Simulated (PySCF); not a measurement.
# C₆ coefficients of unlike pairs at PBE

Calculated with PySCF 2.14 from the dipole response of each species, C₆(A,B) = (3/π) ∫ α_A(iu) α_B(iu) du, in atomic units, from isotropic polarisabilities. For ions this is the dispersion term alone; charge-induced terms of lower order in 1/R come first.

```
species           configuration                                        basis      relativity  α (bohr³)  C₆ (like pair)
    I³⁺  [Kr] 4d10 5s2 5p2 (3P)  aug-cc-pV5Z-PP with ECP28MDF (8s8p6d4f3g2h)  core potential      10.04           55.83
     Be           [He] 2s2 (1S)                   aug-cc-pCVTZ-DK (7s6p4d2f)   spin-free X2C      42.66           255.4
   Te²⁺  [Kr] 4d10 5s2 5p2 (3P)    aug-cc-pwCVDZ-PP with ECP28MDF (6s5p4d1f)  core potential      14.94           97.50
     Mn       [Ar] 3d5 4s2 (6S)                     dyall-acv2z (16s12p7d2f)   spin-free X2C      71.65           664.4
```

Question: Estimate C₆ for Te²⁺ with I³⁺.

Answer: The integral gives 73.35. The combination rule 2 C_A C_B / (C_A α_B/α_A + C_B α_A/α_B) gives 73.26 and the geometric mean 73.78.

No spin-orbit coupling is included.

The other pairs:

```tsv
pair	C₆
Mn, Be	410.8
Te²⁺, Be	135.2
Mn, I³⁺	159.4
Be, I³⁺	96.04
Mn, Te²⁺	222.5
```
